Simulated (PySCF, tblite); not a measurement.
Calculations on `Cc1n[nH]cc1S`, in the order of a workflow; each names the level of the geometry that it ran on. Settings lines and outputs come from a driver script.

Species: C4H6N2S.
SMILES with atom numbers: `[CH3:1][c:2]1[n:3][nH:4][cH:5][c:6]1[SH:7]` (hydrogens: H8, H9, H10 on C1; H11 on N4; H12 on C5; H13 on S7)

Step 1: GFN2-xTB geometry optimisation, gas phase (tblite 0.8.0) (from a force-field or distance-geometry start)
```json
{"job": {"kind": "relax", "xc": "GFN2-xTB", "basis": "xTB"}, "charge": 0, "multiplicity": 1}
```
```
step      E/eV     max force
  0    -562.68868    2.091
  1    -562.88031    1.028
  2    -562.96041    0.800
...
123    -563.21543    0.020
124    -563.21548    0.021
125    -563.21552    0.011
126    -563.21553    0.016
127    -563.21554    0.009
```

Energy lowered by 12.1 kcal/mol over 127 steps; largest atomic force 0.009 eV/Å at the end. «max force» is the largest atomic force in eV/Å.

The run took 1.0 s wall on one thread of an Arm Neoverse N1 (shared host).

Step 2: GFN2-xTB harmonic vibrations, gas phase (tblite 0.8.0) (on the GFN2-xTB geometry)
```json
{"job": {"kind": "ir", "xc": "GFN2-xTB", "basis": "xTB"}, "charge": 0, "multiplicity": 1}
```
```
(table of modes left out)
```

33 modes from 68 to 3464 cm⁻¹ (unscaled, harmonic); zero-point energy 59.5 kcal/mol; all wavenumbers are real at this level.

Time: 0.51 s of wall time. Hardware: one thread of an Arm Neoverse N1, shared host.

Step 3: TDDFT CAM-B3LYP/def2-SVPD, vertical, gas phase, core orbitals frozen in the response (PySCF 2.14.0, density-fitted response routines) (on the GFN2-xTB geometry)
```json
{"job": {"kind": "uv", "xc": "CAM-B3LYP", "basis": "def2-SVPD", "nstates": 8, "ntriplets": 3}, "charge": 0, "multiplicity": 1}
```
```
...
Static polarisability (au): isotropic 79.161, principal 54.856 86.817 95.811
Singlet excitations
state   eV       nm        f      main configurations
  1   5.0358    246.2   0.00322   H->L 0.70, H->L+3 0.10
  2   5.6915    217.8   0.01336   H->L+1 0.57, H->L 0.19, H->L+3 0.09
  3   5.8198    213.0   0.10283   H->L+2 0.96
  4   6.2648    197.9   0.00044   H->L+1 0.31, H->L+3 0.30, H->L+4 0.17
  5   6.6399    186.7   0.00734   H->L+4 0.41, H->L+3 0.38, H->L+6 0.08
  6   6.6989    185.1   0.01093   H-1->L+2 0.39, H->L+5 0.34, H->L+7 0.18
  7   6.9210    179.1   0.00761   H-1->L 0.54, H-1->L+1 0.30
  8   6.9577    178.2   0.00411   H-2->L+2 0.84
Triplet excitations (Tamm-Dancoff, eV): 4.3423 4.7194 4.9322
```

HOMO -7.43 eV, LUMO 0.92 eV; lowest singlet 5.04 eV; lowest triplet 4.34 eV (Tamm–Dancoff); mean polarisability 79.2 au.

The run took 50 s wall on one thread, Arm Neoverse N1 (aarch64), shared host with 32 logical CPUs at a one-minute load of 20, and the process peaked at 0.88 GiB of memory.

Geometry of the electronic-property runs (GFN2-xTB):
```
atom  x, y, z in Å
C1    -1.9121   -0.6658   -0.0320
C2    -0.4388   -0.4936   -0.0059
N3     0.4036   -1.5079    0.0216
N4     1.6284   -0.9870    0.0407
C5     1.6096    0.3644    0.0263
C6     0.2814    0.7247   -0.0042
S7    -0.4170    2.3384   -0.0355
H8    -2.3272   -0.2131   -0.9320
H9    -2.3614   -0.1734    0.8294
H10   -2.1552   -1.7237   -0.0127
H11    2.4309   -1.5948    0.0633
H12    2.5028    0.9552    0.0382
H13    0.7506    2.9773   -0.0150
```

 (This holds for the electronic-property runs.)

One conformer stands for the species.
